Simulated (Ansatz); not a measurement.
Se₆⁺. Total charge 1; doublet. Geometry PBE0-D4/def2-SVP.

```
atom    x (Å)    y (Å)    z (Å)
 Se1   0.4838  -1.9815  -1.7169
 Se2  -0.9119   0.0009  -1.1708
 Se3   0.2812   2.2009   1.4405
 Se4   0.7064   1.5413  -0.8565
 Se5  -1.4997   1.1647   2.0968
 Se6   0.9403  -2.9263   0.2070
```

At r2SCAN-D4/def2-SVP, PBE0-D4/def2-SVP, BHLYP-D4/def2-SVP the charge 1 doublet is spin-contaminated (final ⟨S²⟩ up to 1.45, 0.75 for a pure state). Another isomer (doublet) lies 1.01 eV lower at PBE0-D4/def2-SVP; other spin states weren't run for this one.

Estimate the α-spin orbital energies around the gap (eV) in Ansatz with LDA (SPW92)/def2-SVP, PBE-D4/def2-SVP, r2SCAN-D4/def2-SVP, PBE0-D4/def2-SVP, BHLYP-D4/def2-SVP.


| orbital | LDA (SPW92)/def2-SVP | PBE-D4/def2-SVP | r2SCAN-D4/def2-SVP | PBE0-D4/def2-SVP | BHLYP-D4/def2-SVP |
| --- | --- | --- | --- | --- | --- |
| HOMO−5 | -12.53 | -12.40 | -12.88 | -13.78 | -14.78 |
| HOMO−4 | -11.59 | -11.43 | -11.86 | -12.65 | -13.60 |
| HOMO−3 | -11.09 | -10.92 | -11.32 | -12.10 | -12.97 |
| HOMO−2 | -10.82 | -10.66 | -10.97 | -11.71 | -12.57 |
| HOMO−1 | -10.43 | -10.28 | -10.70 | -11.47 | -12.35 |
| HOMO | -10.00 | -9.90 | -10.29 | -11.10 | -12.03 |
| LUMO | -9.63 | -9.47 | -9.52 | -8.64 | -7.55 |
| LUMO+1 | -8.10 | -7.88 | -7.99 | -7.30 | -6.42 |
| LUMO+2 | -7.57 | -7.35 | -7.40 | -6.69 | -5.79 |
| LUMO+3 | -7.29 | -7.06 | -7.08 | -6.36 | -5.39 |
| LUMO+4 | -6.21 | -5.95 | -5.91 | -5.11 | -3.98 |
| LUMO+5 | -5.85 | -5.62 | -5.48 | -4.67 | -3.55 |
| β HOMO | -10.29 | -10.13 | -10.47 | -11.03 | -11.72 |
| β LUMO | -9.63 | -9.47 | -9.78 | -9.30 | -8.70 |
